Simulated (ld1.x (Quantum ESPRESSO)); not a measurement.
## Which change was made? (C, TM)

carbon, norm-conserving Troullier–Martins (Kleinman–Bylander form), made with ld1.x (Quantum ESPRESSO) 7.5 (PBE, non-relativistic). Core [He], reference 2s2 2p2. Waves: 2p (bound): rc 2.30 bohr; 3d channel at -0.1 Ry: rc 1.75 bohr; 2s (bound): rc 0.95 bohr. Local part: the s channel. Core correction: Bessel-smoothed model core, default radius (core density twice the valence density).

Cutoffs, loose and tight: the cutoffs (Ry, on a coarse ladder) from which the occupation-weighted sum of valence levels, in a spherical-Bessel basis at the reference potential, stays within 10 and 1 mRy of its value at 400 Ry. They do not see the model core or the augmentation charge, which bear on the density cutoff. Test errors are all-electron minus pseudo excitation energies from the reference, over the configurations 2s2 2p1; 2s2 2p0; 2s1 2p0; 2s0 2p4; 2s2 2p2.3; 2s2 2p1.5; 2s1 2p3; variants that change the core or the reference have their own tests. The largest error is taken over the tests solved by every variant that gives reliable tests at all, those not shown here included: 2s0 2p4; 2s1 2p3; 2s2 2p1.5; 2s2 2p2.3.

The base gives: outcome: generated; cutoff, loose: 35 Ry; cutoff, tight: 90 Ry; bound ghosts: none; largest test error (meV): -35.

Task: After one change the result is: outcome: generated; cutoff, loose: 30 Ry; cutoff, tight: 45 Ry; bound ghosts: none; largest test error (meV): -279. Which change was it?
A. all radii but the core radius scaled by about 1.33 (s 1.26, p 3.06, d 2.32 bohr)
B. wave 2s (bound): rc 0.95 bohr becomes 2s (bound): rc 0.86 bohr
C. type PAW; waves now 2s (bound): rcut 0.85, rcutus 0.95 bohr; 2s channel at -0.4 Ry: rcut 0.85, rcutus 0.95 bohr; 2p (bound): rcut 2.00, rcutus 2.30 bohr; 2p channel at 0.15 Ry: rcut 2.00, rcutus 2.30 bohr; 3d channel at -0.1 Ry: rcut 1.50, rcutus 1.75 bohr; 3d channel at 1.7 Ry: rcut 1.50, rcutus 1.75 bohr; local potential all-electron potential smoothed inside 1.35 bohr (lloc = -1); augmentation BESSEL, radius 0.85 bohr

Result: C. The others give: wave 2s (bound): rc 0.95 bohr becomes 2s (bound): rc 0.86 bohr → outcome: generated; cutoff, loose: 70 Ry; cutoff, tight: 160 Ry; bound ghosts: none; largest test error (meV): -36 | all radii but the core radius scaled by about 1.33 (s 1.26, p 3.06, d 2.32 bohr) → outcome: generated; cutoff, loose: 35 Ry; cutoff, tight: 80 Ry; bound ghosts: none; largest test error (meV): -164.
